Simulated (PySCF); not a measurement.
C2H8ClNSi. Atoms are numbered in the order given.

```xyz
13

Si    -0.4187    -0.8573     0.0000
Cl    -1.9922     0.5428     0.0000
N      1.1689    -0.1655     0.0000
C      1.7594     0.3570    -1.2205
C      1.7594     0.3570     1.2205
H     -0.5692    -1.6612     1.2545
H     -0.5692    -1.6612    -1.2545
H      1.2986    -0.1174    -2.1100
H      1.6354     1.4623    -1.3216
H      2.8517     0.1409    -1.2502
H      1.6354     1.4623     1.3216
H      1.2986    -0.1174     2.1100
H      2.8517     0.1409     1.2502
```
Charge 0, spin multiplicity 1.

Geometry: PBE-D3(BJ)/def2-SVP. Other conformers were not sampled.

These are PBE-D3(BJ)/def2-SVP (PySCF) values and carry that method's errors.

Frequencies are harmonic and unscaled.

Computed vibrational spectrum:
| mode | ν (cm⁻¹) | IR (km/mol) | moving atoms (share of kinetic energy) |
|---|---|---|---|
| 1 | 65 | 0.3 | C 42 %, H 26 %, Cl 18 %, Si 13 % |
| 2 | 92 | 2.5 | H 31 %, Cl 30 %, C 23 %, Si 10 % |
| 3 | 211 | 1.2 | H 74 %, Cl 10 % |
| 4 | 222 | 0.1 | H 98 % |
| 5 | 273 | 0.1 | H 39 %, C 35 %, N 15 %, Si 12 % |
| 6 | 304 | 7.4 | N 55 %, H 29 %, Cl 8 % |
| 7 | 360 | 4.1 | H 35 %, C 34 %, Si 23 % |
| 8 | 501 | 73.1 | Si 47 %, Cl 42 % |
| 9 | 597 | 33.7 | H 72 %, Si 22 % |
| 10 | 675 | 25.0 | C 37 %, Si 31 %, H 22 %, N 10 % |
| 11 | 751 | 1.5 | H 97 % |
| 12 | 871 | 246.2 | H 88 %, Si 11 % |
| 13 | 882 | 89.4 | H 94 % |
| 14 | 1001 | 97.1 | H 42 %, C 35 %, N 20 % |
| 15 | 1052 | 2.1 | H 74 %, C 24 % |
| 16 | 1075 | 0.8 | H 80 %, C 20 % |
| 17 | 1126 | 0.7 | H 69 %, C 20 %, N 11 % |
| 18 | 1210 | 78.2 | N 61 %, C 31 %, H 8 % |
| 19 | 1275 | 52.6 | N 42 %, H 34 %, C 22 % |
| 20 | 1379 | 0.2 | H 87 %, C 12 % |
| 21 | 1398 | 1.6 | H 97 % |
| 22 | 1402 | 8.2 | H 90 %, C 10 % |
| 23 | 1410 | 16.0 | H 90 %, C 10 % |
| 24 | 1428 | 19.9 | H 96 % |
| 25 | 1454 | 5.8 | H 93 % |
| 26 | 2189 | 76.7 | H 98 % |
| 27 | 2203 | 113.6 | H 95 % |
| 28 | 2905 | 53.4 | H 97 % |
| 29 | 2910 | 102.9 | H 96 % |
| 30 | 2969 | 77.2 | H 91 %, C 9 % |
| 31 | 2977 | 1.4 | H 91 %, C 9 % |
| 32 | 3052 | 8.5 | H 91 %, C 9 % |
| 33 | 3052 | 16.4 | H 91 %, C 9 % |
